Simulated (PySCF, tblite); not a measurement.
**Question.** What does the GFN2-xTB structure of `N#Cc1cpccn1` look like in three dimensions?

**Answer.** 
```xyz
11
C5H3N2P angstrom
N      3.4349   -0.7463    0.1585
C      2.3134   -0.5211    0.1068
C      0.9315   -0.1730    0.0400
C      0.6248    1.1817   -0.0260
P     -0.9969    1.7923   -0.1128
C     -1.8434    0.2760   -0.0835
C     -1.2223   -0.9579   -0.0109
N      0.0730   -1.1872    0.0474
H      1.4425    1.8915   -0.0226
H     -2.9244    0.3052   -0.1249
H     -1.8277   -1.8585    0.0021
```

Orientation and origin are arbitrary. Atoms count from 1 in this order. The 6-membered ring C3–C4–P5–C6–C7–N8 has internal angles of 98.5° to 127.0° (sum 720°, against 720° for a flat polygon); it is planar, 0.00 Å rms from its mean plane, widest ring torsion 0°. The 3 C–N bonds span 1.145 Å (N1≡C2, drawn triple) to 1.329 Å (C3–N8, aromatic), a spread of 0.184 Å. The C–C distances run from 1.383 Å (C6–C7, aromatic) to 1.427 Å (C2–C3, drawn single), a spread of 0.044 Å. The 8 heavy atoms lie in one plane (0.000 Å rms).

Bonds between heavy atoms (Å): N1≡C2 1.145, C2–C3 1.427, C3–C4 1.391, C4–P5 1.735, P5–C6 1.737, C6–C7 1.383, C7–N8 1.317, C3–N8 1.329.

Structure optimised with GFN2-xTB, isolated species.

Point group: Cs (every atom within 0.08 Å of its image). Its GFN2-xTB frequencies are all real (lowest 103 cm⁻¹).

These are computed values.
